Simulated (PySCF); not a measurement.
Write Cartesian coordinates for InChI=1S/C7H6O/c8-7-5-3-1-2-4-6-7/h1-6H as optimised with PBE0-D3(BJ)/def2-SVP.

```xyz
14
C7H6O angstrom
O      1.8553   -2.1198   -0.0902
C      1.0345   -1.2126   -0.0872
C      1.5029    0.1809   -0.0991
C      0.8206    1.3560   -0.0676
C     -0.5896    1.6030   -0.0198
C     -1.6007    0.6896   -0.0084
C     -1.4988   -0.7388   -0.0414
C     -0.3995   -1.5376   -0.0776
H      2.5957    0.2298   -0.1330
H      1.4395    2.2589   -0.0801
H     -0.8801    2.6571    0.0069
H     -2.6194    1.0862    0.0265
H     -2.4601   -1.2626   -0.0361
H     -0.5607   -2.6200   -0.0972
```

Any rigid rotation of these coordinates is as good. Atoms count from 1 in this order. The 7-membered ring C2–C3–C4–C5–C6–C7–C8 has internal angles of 121.4° to 131.3° (sum 900°, against 900° for a flat polygon); it is planar, 0.01 Å rms from its mean plane, widest ring torsion 2°. The 8 heavy atoms lie in one plane (0.012 Å rms). The C–C distances run from 1.359 Å (C3–C4, drawn aromatic) to 1.470 Å (C2–C8, drawn aromatic), a spread of 0.111 Å.

Bonds between heavy atoms (Å): O1=C2 1.223, C2–C3 1.470, C3–C4 1.359, C4–C5 1.432, C5–C6 1.363, C6–C7 1.432, C7–C8 1.359, C2–C8 1.470.

Computed, not measured: PBE0-D3(BJ)/def2-SVP geometry optimisation, gas phase in PySCF 2.14.0.

No PBE0-D3(BJ)/def2-SVP frequencies stand behind this structure, so it isn't proved a minimum.
